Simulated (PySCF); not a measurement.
# Re+: ionisation energy

Re+ [Xe] 4f14 5d5 6s1 (7S) → Re(2+) [Xe] 4f14 5d5 (6S), as a difference of total energies. Computed with PySCF 2.14 in aug-cc-pwCVTZ-PP with ECP60MDF, with a scalar-relativistic core potential. Correlated levels: valence: 5s2 5p6 frozen. The calculations carry no spin-orbit coupling.

| method | ionisation energy (eV) |
| --- | --- |
| UHF | 15.727 |
| MP2 (valence) | 16.360 |
| SCS-MP2 (valence) | 15.938 |
| CCSD (valence) | 16.388 |
| CCSD(T) (valence) | 16.417 |

Problem. How much does correlation contribute at CCSD(T) (valence)?

Solution. 16.417 − (15.727) = 0.690 eV, measured against UHF.

Errors of the correlated levels include the incompleteness of this basis and the frozen core.

For comparison: 16.6 ± 0.5 eV (semi-empirical (NIST evaluation); NIST Atomic Spectra Database, ionization energies).
